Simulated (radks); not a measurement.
Results of a calculation; reference values are marked as such.
Species: neutral nickel. Configuration: [Ar] 3d8 4s2. Code: a radial shooting solver on a logarithmic mesh with Libxc functionals. Model: scalar-relativistic Kohn-Sham, Slater X-alpha with alpha = 0.585, spin-unpolarised, spherical densities, point nucleus. Some entries of the table are withheld. Estimate them.

| orbital | occ. | eigenvalue (hartree) | r(max) (bohr) | <r> (bohr) |
|---|---|---|---|---|
| 1s | 2 | (1) | 0.03549 | 0.05424 |
| 2s | 2 | -35.70639 | 0.2054 | 0.2461 |
| 2p | 6 | -30.70042 | 0.1652 | 0.2162 |
| 3s | 2 | -3.93898 | 0.6415 | 0.7441 |
| 3p | 6 | (2) | (3) | 0.7835 |
| 3d | 8 | -0.24021 | 0.6304 | (4) |
| 4s | 2 | -0.16051 | 2.265 | 2.905 |

Answer. 
(1) 1s eigenvalue (hartree): -300.0896
(2) 3p eigenvalue (hartree): -2.50158
(3) 3p r(max) (bohr): 0.6487
(4) 3d <r> (bohr): 1.041
